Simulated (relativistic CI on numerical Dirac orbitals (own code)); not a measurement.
Charge states of bromine

These numbers are calculated, not measured: Dirac-Coulomb-Breit CI, KLI orbitals optimised for each configuration, a model potential for QED, valence Slater integrals scaled by 0.9 (own radial code, finite nucleus).

Each species is treated in one configuration, given outside its closed core. Radial values are for the open shell of highest l, unscaled and averaged over j; ζ includes the Breit term. Labels give the leading LS character, summed over repeated terms.

| Ion | Configuration | Its lowest level | LS weight (%) | g_J | g√(J(J+1)) | F² (cm⁻¹) | F⁴ (cm⁻¹) | ζ (cm⁻¹) |
| --- | --- | --- | --- | --- | --- | --- | --- | --- |
| Br | 3d¹⁰4s²4p⁵ | ²P°3/2 | 100 | 1.334 | 2.58 |  |  | 2480 |
| Br+ | 3d¹⁰4s²4p⁴ | ³P2 | 98 | 1.489 | 3.65 | 52320 |  | 2847 |
| Br2+ | 3d¹⁰4s²4p³ | ⁴S°3/2 | 99 | 1.994 | 3.86 | 55800 |  | 3231 |
| Br3+ | 3d¹⁰4s²4p² | ³P0 | 98 |  | 0.00 | 58880 |  | 3632 |
| Br4+ | 3d¹⁰4s²4p | ²P°1/2 | 100 | 0.666 | 0.58 |  |  | 4048 |
| Br5+ | 3d¹⁰4s² | ¹S0 | 100 |  | 0.00 |  |  |  |
| Br6+ | 3d¹⁰4s | ²S1/2 | 100 | 2.002 | 1.73 |  |  |  |
| Br7+ | 3d¹⁰ | ¹S0 | 100 |  | 0.00 |  |  |  |
| Br8+ | 3d⁹ | ²D5/2 | 100 | 1.199 | 3.55 |  |  | 3399 |
| Br9+ | 3d⁸ | ? | ? | ? | ? | ? | ? | ? |
| Br10+ | 3d⁷ | ⁴F9/2 | 98 | 1.327 | 6.60 | 188000 | 119500 | 3807 |
| Br11+ | 3d⁶ | ⁵D4 | 98 | 1.494 | 6.68 | 194100 | 123600 | 4024 |
| Br12+ | 3d⁵ | ⁶S5/2 | 99 | 1.995 | 5.90 | 200000 | 127700 | 4250 |
| Br13+ | 3d⁴ | ⁵D0 | 95 |  | 0.00 | 205800 | 131600 | 4486 |
| Br14+ | 3d³ | ⁴F3/2 | 97 | 0.409 | 0.79 | 211600 | 135500 | 4731 |
| Br15+ | 3d² | ³F2 | 97 | 0.675 | 1.65 | 217200 | 139400 | 4987 |
| Br16+ | 3d | ²D3/2 | 100 | 0.798 | 1.54 |  |  | 5253 |
| Br17+ | 3s²3p⁶ | ¹S0 | 100 |  | 0.00 |  |  |  |
| Br18+ | 3s²3p⁵ | ²P°3/2 | 100 | 1.332 | 2.58 |  |  | 50980 |
| Br19+ | 3s²3p⁴ | ³P2 | 85 | 1.423 | 3.48 | 211300 |  | 52520 |
| Br20+ | 3s²3p³ | ⁴S°3/2 | 73 | 1.780 | 3.45 | 213800 |  | 54090 |
| Br21+ | 3s²3p² | ³P0 | 87 |  | 0.00 | 216200 |  | 55680 |
| Br22+ | 3s²3p | ²P°1/2 | 100 | 0.663 | 0.57 |  |  | 57300 |
| Br23+ | 3s² | ¹S0 | 100 |  | 0.00 |  |  |  |

Question: Fill in the row of Br9+.

Answer: Its lowest level ³F4; LS weight (%) 99; g_J 1.248; g√(J(J+1)) 5.58; F² (cm⁻¹) 181900; F⁴ (cm⁻¹) 115300; ζ (cm⁻¹) 3598.

At low charge ζ of a weakly bound d or f electron comes out too small.
